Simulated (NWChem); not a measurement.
**BeClF in NWChem**

Everything below was run with NWChem. All single points use one geometry, from PBE/def2-SVP, a minimum by its harmonic frequencies.

The NWChem input:

```
start mol
memory heap 200 mb stack 900 mb global 1100 mb
geometry "system" units angstroms nocenter noautoz noautosym
  Be     0.000000     0.000000     0.609134
  F      0.000000     0.000000     2.004175
  Cl     0.000000     0.000000    -1.204359
end
set geometry "system"
basis spherical
  * library 6-31g*
end
dft
  xc pbe0
  semidirect memsize 60000000 filesize 0
  iterations 100
  convergence energy 1e-10 density 1e-9 gradient 1e-8
  tolerances tight
end
task dft energy
rt_tddft
  tmax 150.0
  dt 0.2
  tag "kick"
  print dipole
  field "kick"
    type delta
    polarization y
    max 0.0001
  end
  excite "system" with "kick"
end
task dft rt_tddft
```

Change of the dipole's y component after the kick, in units of 1e-4 a.u.:

```csv
time (a.u.),Δμ
0.0,0.000
0.4,0.453
0.8,0.804
1.2,0.836
1.6,0.638
2.0,0.423
2.4,0.278
2.8,0.248
3.2,0.211
3.6,0.085
4.0,-0.086
4.4,-0.142
4.8,0.001
5.2,0.242
5.6,0.462
6.0,0.553
6.4,0.480
6.8,0.261
7.2,0.031
7.6,-0.153
8.0,-0.258
8.4,-0.311
8.8,-0.300
9.2,-0.273
9.6,-0.269
10.0,-0.298
10.4,-0.272
10.8,-0.169
11.2,0.002
11.6,0.133
12.0,0.125
12.4,-0.073
12.8,-0.319
13.2,-0.450
13.6,-0.352
14.0,-0.145
14.4,0.042
14.8,0.067
15.4,-0.055
15.8,-0.034
16.2,0.151
16.6,0.348
17.0,0.390
17.4,0.244
17.8,0.007
18.2,-0.145
18.6,-0.104
19.0,0.081
19.4,0.209
19.8,0.178
20.2,0.036
20.6,-0.064
21.0,-0.081
21.4,-0.009
21.8,0.095
22.2,0.154
22.6,0.112
23.0,0.039
23.4,0.001
23.8,-0.010
24.2,-0.018
24.6,-0.017
25.0,0.013
25.4,-0.004
25.8,-0.091
26.2,-0.193
26.6,-0.233
27.0,-0.202
27.4,-0.066
27.8,0.107
28.2,0.199
28.6,0.121
29.0,-0.029
29.4,-0.084
29.8,-0.008
```
